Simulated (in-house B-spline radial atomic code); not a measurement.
# The gallium ion Ga⁷⁺: [Ar] 3d6

Level of theory: Dirac-Kohn-Sham CAM-B3LYP, spherical fractional occupations, Fermi nucleus of rms radius 3.9973 fm; calculated with an all-electron radial atomic-structure program (B-spline basis).

Screening seen three ways: the hydrogenic charge with the same mean radius, Z_r = [3n² - l(l+1)]/(2<r>), the one with the same energy, Z_e = n√(-2ε), and Slater's rules. Values are occupation-weighted means over j.

```csv
shell,electrons,ε (eV),<r> (bohr),Z_r,Z_e,Slater
1s,2,-10429,0.0486,30.87,27.69,30.70
2s,2,-1437.5,0.2173,27.61,20.56,26.85
2p,6,-1271.5,0.1905,26.25,19.33,26.85
3s,2,-300.23,0.6266,21.55,14.09,19.75
3p,6,-248.49,0.6395,19.55,12.82,19.75
3d,6,-160.67,0.6536,16.06,10.31,11.25
```

The least bound orbital is 3d5/2 at -160.4 eV, and it is also the most diffuse (<r> = 0.6547 bohr).

Spin-orbit splittings of the orbital energies (j = l + 1/2 above j = l - 1/2 when positive): 2p 27.73 eV, 3p 4.126 eV, 3d 0.63 eV.

For the 1s electron the small component carries 1.25 % of the norm, the zero-frequency Breit interaction raises the level by 14.68 eV, self-energy by 7.532 eV, and vacuum polarisation lowers it by 0.7123 eV.

The density falls to 0.001 bohr⁻³ at 1.984 bohr; Σ<r²> = 7.25 bohr² gives, by the non-relativistic formula and without the paramagnetism of open shells, a Langevin diamagnetic susceptibility of -5.742×10⁻⁶ cm³/mol.

Caution: exact exchange at fractional occupations of open shells leaves self-interaction of up to several eV.
